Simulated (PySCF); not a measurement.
CH6GaNO.

```xyz
10

Ga     0.0007    -0.0026     0.0000
C     -0.3355     1.9374     0.0000
H      0.1112     2.4064     0.8905
H      0.1112     2.4064    -0.8905
H     -1.4157     2.1462     0.0000
O      1.6415    -0.7483     0.0000
H      2.3714    -0.1181     0.0000
N     -1.2820    -1.2867     0.0000
H     -1.0641    -2.2770     0.0000
H     -2.2801    -1.1138     0.0000
```

Geometry: B3LYP-D3(BJ)/def2-SVP. The values are those of a single conformer.

Calculation: PBE/pcSseg-1 (PySCF). Non-relativistic, no solvent.

Computed absolute GIAO shielding of each atom: isotropic value and principal components (ppm):
```csv
atom,σ(iso),σ11,σ22,σ33,span
Ga1,1255.9,1098.9,1237.6,1431.1,332.2
C2,189.3,185.0,187.7,195.2,10.3
H3,31.1,26.3,28.2,38.9,12.7
H4,31.1,26.3,28.2,38.9,12.7
H5,31.2,25.8,28.7,39.0,13.1
O6,255.6,152.7,305.2,308.8,156.0
H7,29.3,22.4,24.7,40.9,18.5
N8,220.4,174.7,216.0,270.7,96.0
H9,29.7,22.7,25.1,41.2,18.5
H10,29.8,23.4,25.9,40.2,16.8
```
